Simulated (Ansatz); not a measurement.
CH5FOSiTe, SMILES `OC[Te][SiH2]F`. Charge 0, multiplicity 1. Te: def2 effective core potential.

```json
{"atom": "O1", "x (Å)": "-0.771", "y (Å)": "-1.262", "z (Å)": "-1.916"}
{"atom": "C2", "x (Å)": "0.275", "y (Å)": "-0.485", "z (Å)": "-1.455"}
{"atom": "Te3", "x (Å)": "1.093", "y (Å)": "-1.158", "z (Å)": "0.471"}
{"atom": "Si4", "x (Å)": "0.091", "y (Å)": "0.704", "z (Å)": "1.731"}
{"atom": "F5", "x (Å)": "1.016", "y (Å)": "2.011", "z (Å)": "1.769"}
{"atom": "H6", "x (Å)": "-1.510", "y (Å)": "-1.194", "z (Å)": "-1.305"}
{"atom": "H7", "x (Å)": "0.018", "y (Å)": "0.569", "z (Å)": "-1.320"}
{"atom": "H8", "x (Å)": "1.096", "y (Å)": "-0.574", "z (Å)": "-2.162"}
{"atom": "H9", "x (Å)": "-0.138", "y (Å)": "0.286", "z (Å)": "3.133"}
{"atom": "H10", "x (Å)": "-1.169", "y (Å)": "1.103", "z (Å)": "1.053"}
```

Task: What are the harmonic wavenumbers in cm⁻¹ at PBE0-D4/def2-TZVP (Ansatz, finite differences of forces, unscaled)? (An estimate is asked.)

Result: The calculation gave: 25, 49, 127, 184, 249, 350, 380, 517, 527, 754, 819, 857, 880, 922, 1105, 1164, 1261, 1385, 1479, 2219, 2255, 3064, 3167, 3847.

Task: Is this a minimum?

Result: Yes, all 24 modes are real.

Task: Give the ideal-gas thermochemistry at 298.15 K and 1 bar (rigid rotor, harmonic oscillator; point group C1, symmetry number 1).

Result: Zero-point energy 165.0 kJ/mol; H(298) − E = 188.1 kJ/mol; entropy 390.3 J/(mol·K), of which translation 175.4, rotation 120.8, vibration 94.2; G(298) − E = 71.7 kJ/mol. Modes under 100 cm⁻¹ are hindered rotations or soft bends, so the harmonic entropy is rough.

Task: And at 400, 500, 600, 800 and 1000 K?

Result: 
```json
{"T (K)": "400", "H − E (kJ/mol)": "200.4", "S (J/mol/K)": "425.9", "G − E (kJ/mol)": "30.1"}
{"T (K)": "500", "H − E (kJ/mol)": "214.3", "S (J/mol/K)": "456.8", "G − E (kJ/mol)": "-14.1"}
{"T (K)": "600", "H − E (kJ/mol)": "229.4", "S (J/mol/K)": "484.4", "G − E (kJ/mol)": "-61.2"}
{"T (K)": "800", "H − E (kJ/mol)": "262.8", "S (J/mol/K)": "532.2", "G − E (kJ/mol)": "-163.0"}
{"T (K)": "1000", "H − E (kJ/mol)": "299.1", "S (J/mol/K)": "572.7", "G − E (kJ/mol)": "-273.6"}
```
